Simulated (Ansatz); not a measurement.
Computed with Ansatz on PBE0-D4/def2-TZVP structures; ΔE is electronic, products minus reactants. CCSD(T)/CBS adds triple-zeta CCSD(T) − MP2 to the extrapolated MP2 energy (def2 sets, frozen cores). This one scheme is used for every species. Double bonds are as drawn, so ΔE can hold a change between cis and trans. Functionals use def2-TZVPP. B3LYP here is the variant with VWN-RPA as its local correlation; programs differ in this. Each species was taken in one conformer, which may not be the lowest.

Consider the formal hydrolysis of a C–C bond: `NC/C(F)=N/[SiH3]` + H₂O → `O/C(F)=N/[SiH3]` + CH₃NH₂.

Problem. Is it downhill or uphill in electronic energy at CCSD(T)/CBS, and by how much? (Best estimate.)

Solution. Computed: Uphill: ΔE = +15.9 kJ/mol.

Problem. What do these levels give: PBE-D4, r2SCAN-D4, ωB97X-V, B2PLYP, PBE, B3LYP, MP2/def2-TZVPP, CCSD(T)/def2-TZVPP, HF/def2-QZVPP, MP2/def2-QZVPP, HF/CBS(def2), CCSD/CBS(def2)? (An estimate is asked.)

Solution. Computed: PBE-D4 3.9, r2SCAN-D4 0.7, ωB97X-V 2.7, B2PLYP 3.4, PBE -0.7, B3LYP -2.0, MP2/def2-TZVPP 12.5, CCSD(T)/def2-TZVPP 10.7, HF/def2-QZVPP -9.0, MP2/def2-QZVPP 15.5, HF/CBS(def2) -9.0, CCSD/CBS(def2) 13.8 kJ/mol.

Largest T1 diagnostic among the species: 0.013.

The D4 term adds +7.0 kJ/mol with B3LYP and +4.1 kJ/mol with PBE0; it sums over pairs of atoms, weighted by their polarisabilities, and B3LYP, whose exchange is more repulsive, gets the larger term. In def2-TZVPP, CCSD(T) changes the Hartree–Fock value by +19.9 kJ/mol (the triples alone add +2.1 kJ/mol) and MP2 by +21.7 kJ/mol.
